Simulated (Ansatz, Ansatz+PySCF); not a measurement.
| atom | x (Å) | y (Å) | z (Å) |
| --- | --- | --- | --- |
| C | 0.0000 | 0.0000 | -0.6655 |
| C | 0.0000 | 0.0000 | 0.6655 |
| H | 0.0000 | -0.8579 | -1.1984 |
| H | 0.0000 | 0.8579 | -1.1984 |
| H | -0.8579 | 0.0000 | 1.1984 |
| H | 0.8579 | 0.0000 | 1.1984 |

Basis set: def2-SVP (spherical functions). Correlated methods keep 2 orbitals frozen. Correlation on ROHF uses semicanonical orbitals with singles. Charge 0, multiplicity 3.

Computed with Ansatz (development build ahead of 0.2.0); each method stands on the lowest determinant of its kind that the runs found.

(1) Give the atomization energy at this shape (free ground-state atoms in the same class of orbitals less the molecule, no zero-point energy) of triplet C2H4 by UHF-CCSD(T), ROHF-MP2, UHF-MP2, UHF, ROHF.

Results:

(1)

| method | atomization energy |
| --- | --- |
| UHF-CCSD(T) | 19.58 eV |
| ROHF-MP2 | 19.65 eV |
| UHF-MP2 | 19.61 eV |
| UHF | 16.00 eV |
| ROHF | 16.07 eV |

Caution: another spin multiplicity may lie lower; the shape is not the minimum.
